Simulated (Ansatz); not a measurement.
GaFClBr, SMILES [Ga]([Cl])([F])[Br].

The structure is a stationary point at B3LYP-D3(BJ)/def2-SVP.

Two levels are set side by side: PBE/def2-SVPD (Ansatz, a program for electronic structure) and PBE0/def2-SVPD (Ansatz). Energy differences of separate SCF runs at the same geometry; the states with an electron removed or added have multiplicity 2 and 2. Differences are taken from unrounded values.

| quantity | PBE0 |
|---|---|
| vertical ionisation energy (eV) | 11.56 |
| vertical electron affinity (eV) | 0.78 |
| vertical singlet–triplet gap (eV) | 5.29 |

Q: What does PBE give, and how far is it from PBE0? (Estimate from the structure and the level; the computed values follow.)

A: 
| quantity | PBE | PBE minus PBE0 |
|---|---|---|
| vertical ionisation energy (eV) | 11.10 | -0.46 |
| vertical electron affinity (eV) | 0.90 | 0.12 |
| vertical singlet–triplet gap (eV) | 4.78 | -0.51 |
